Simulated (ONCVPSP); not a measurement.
**oxygen, ONCV: configuration errors across variants**

```
Element                 : oxygen
Generator               : ONCVPSP 4.0.1
Type                    : optimised norm-conserving Vanderbilt (ONCV)
Functional              : LDA (Perdew-Zunger)
Relativity              : fully relativistic
Frozen core             : [He]
Valence charge          : 6
Reference configuration : 2s2 2p3.5 (charge +0.5)
Partial waves           : 2s: rc 0.90 bohr, ncon 3, nbas 6, qcut 7.8 1/bohr, 3 projectors, debl 2.4 Ha; 2p: rc 2.05 bohr, ncon 3, nbas 8, qcut 7.7 1/bohr, 1 projector
Local potential         : polynomial inside 0.75 bohr (lpopt 5, dvloc0 0 Ha)
Core correction         : Teter function, fcfact 3, rcfact 1
```

Open shells are filled in proportion to 2j + 1.

All-electron excitation energies from the reference (eV): (1) 2s2 2p4 -6.366; (2) 2s2 2p3 10.218; (3) 2s2 2p2 43.926; (4) 2s2 2p0 174.845.

A true bound ghost makes a file unfit for plane-wave use even where its test errors are small: the radial tests pick states by their node count and pass the ghost by.

Errors AE − PS in meV (a dash: test not solved or not reliable):

```csv
change,(1),(2),(3),(4),bound ghosts,GHOST(+) flags above zero
base,+12,+30,+498,+6231,none,s
s: qcut 4.9,+12,+30,+503,+6313,s,none
s: qcut 5.5,+12,+30,+503,+6286,s,none
s: qcut 6.5,+12,+30,+501,+6286,none,s
s: qcut 7.5,+12,+30,+498,+6259,none,s
s: qcut 8.4,+12,+30,+498,+6231,none,none
s: qcut 8.8,+12,+30,+498,+6231,none,none
s: qcut 10.8,+12,+29,+495,+6204,none,none
s: qcut 11.6,+12,+29,+495,+6204,none,none
```

Give the same row for: s: qcut 9.7.

+12, +30, +495, +6204; bound ghosts: none; GHOST(+) flags above zero: none.
